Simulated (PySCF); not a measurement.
Species: C₇H₁₄N (charge +1).
SMILES with atom numbers: `[CH:1]#[C:2][CH2:3][N+:4]([CH3:5])([CH3:6])[CH2:7][CH3:8]` (hydrogens: H9 on C1; H10, H11 on C3; H12, H13, H14 on C5; H15, H16, H17 on C6; H18, H19 on C7; H20, H21, H22 on C8)
Bond orders are those of one Lewis drawing.

Computed by this run: PySCF 2.14.0, PBE0-D3(BJ)/def2-SVP geometry optimisation, gas phase; density fitting, grid level 1; the optimiser is geomeTRIC in internal coordinates, started from a GFN2-xTB structure with every atom displaced at random (about 0.01 Å).

The end geometry, which sets the zero of energy:
```
atom  x, y, z in Å
C1     -1.7825    2.5663    0.4172
C2     -1.3696    1.5983   -0.1784
C3     -0.8926    0.4536   -0.9279
N4     -0.1671   -0.5557   -0.0671
C5     -1.1216   -1.1398    0.9193
C6      0.3447   -1.6400   -0.9500
C7      0.9683    0.0929    0.7007
C8      1.9710    0.8483   -0.1372
H9     -2.1573    3.4329    0.9369
H10    -1.7290   -0.0801   -1.4055
H11    -0.1992    0.7640   -1.7230
H12    -1.9187   -1.6655    0.3795
H13    -0.5788   -1.8423    1.5628
H14    -1.5503   -0.3289    1.5203
H15     0.8601   -2.3866   -0.3340
H16     1.0396   -1.2206   -1.6856
H17    -0.5013   -2.1075   -1.4684
H18     0.4866    0.7616    1.4269
H19     1.4446   -0.7273    1.2568
H20     2.7477    1.2274    0.5425
H21     1.5320    1.7242   -0.6350
H22     2.4820    0.2202   -0.8805
```

**Question.** These geometries come from the run, each turned onto the end geometry. Order them by energy, lowest first.
A.
```
atom  x, y, z in Å
C1     -1.7918    2.4831    0.4634
C2     -1.3967    1.5732   -0.1650
C3     -0.9051    0.4540   -0.9376
N4     -0.1313   -0.5341   -0.0803
C5     -1.1202   -1.1181    0.8820
C6      0.3509   -1.6116   -0.9356
C7      0.9529    0.1149    0.6888
C8      2.0221    0.8107   -0.1565
H9     -2.1935    3.3366    1.0102
H10    -1.7246   -0.0527   -1.4094
H11    -0.2139    0.8185   -1.6940
H12    -1.9209   -1.6188    0.3765
H13    -0.6418   -1.8200    1.5276
H14    -1.5610   -0.3187    1.5153
H15     0.9178   -2.3376   -0.3340
H16     1.0022   -1.2016   -1.7017
H17    -0.4670   -2.1335   -1.4133
H18     0.4746    0.8600    1.3562
H19     1.4092   -0.6645    1.3032
H20     2.7371    1.1977    0.5331
H21     1.5947    1.6526   -0.7137
H22     2.5148    0.1052   -0.8447
```
B.
```
atom  x, y, z in Å
C1     -1.7264    2.5662    0.4141
C2     -1.3410    1.5963   -0.2011
C3     -0.8894    0.4431   -0.9446
N4     -0.1734   -0.5669   -0.0718
C5     -1.1308   -1.1373    0.9147
C6      0.3465   -1.6574   -0.9440
C7      0.9646    0.0882    0.6945
C8      1.9397    0.8845   -0.1312
H9     -2.0432    3.4326    0.9670
H10    -1.7338   -0.0999   -1.4138
H11    -0.1953    0.7326   -1.7468
H12    -1.9295   -1.6658    0.3713
H13    -0.5995   -1.8426    1.5703
H14    -1.5583   -0.3225    1.5054
H15     0.8765   -2.3870   -0.3234
H16     1.0279   -1.2440   -1.6949
H17    -0.5023   -2.1438   -1.4433
H18     0.4752    0.7259    1.4429
H19     1.4549   -0.7363    1.2324
H20     2.7039    1.2764    0.5650
H21     1.4756    1.7619   -0.6043
H22     2.4666    0.2911   -0.8879
```
C.
```
atom  x, y, z in Å
C1     -1.7659    2.5709    0.4069
C2     -1.3625    1.6024   -0.1949
C3     -0.8925    0.4497   -0.9350
N4     -0.1702   -0.5603   -0.0670
C5     -1.1272   -1.1381    0.9172
C6      0.3456   -1.6462   -0.9455
C7      0.9709    0.0849    0.7016
C8      1.9573    0.8637   -0.1327
H9     -2.1135    3.4408    0.9409
H10    -1.7316   -0.0849   -1.4087
H11    -0.1987    0.7464   -1.7348
H12    -1.9253   -1.6646    0.3787
H13    -0.5879   -1.8423    1.5625
H14    -1.5553   -0.3255    1.5168
H15     0.8735   -2.3825   -0.3275
H16     1.0304   -1.2233   -1.6887
H17    -0.4986   -2.1277   -1.4544
H18     0.4939    0.7326    1.4496
H19     1.4581   -0.7432    1.2363
H20     2.7328    1.2434    0.5492
H21     1.5047    1.7442   -0.6096
H22     2.4706    0.2547   -0.8903
```

**Answer.** C (0.003 eV), B (0.011 eV), A (0.251 eV).

In the order of the answer:

| step | E above end (eV) | largest force (eV/Å) | rms force component (eV/Å) | rms distance from end (Å) | rms bond change (Å) | bond most changed (Å) |
| --- | --- | --- | --- | --- | --- | --- |
| 2 | 0.003 | 0.08 | 0.021 | 0.022 | 0.001 | N4–C7 +0.003 |
| 1 | 0.011 | 0.39 | 0.115 | 0.046 | 0.003 | C3–H10 +0.007 |
| 0 | 0.251 | 4.76 | 0.944 | 0.073 | 0.020 | N4–C7 -0.037 |

What follows is the cost of the whole optimisation. The run took 97 s of wall time on Arm Neoverse V1, one thread (shared host), and the process peaked at 0.73 GiB of memory.
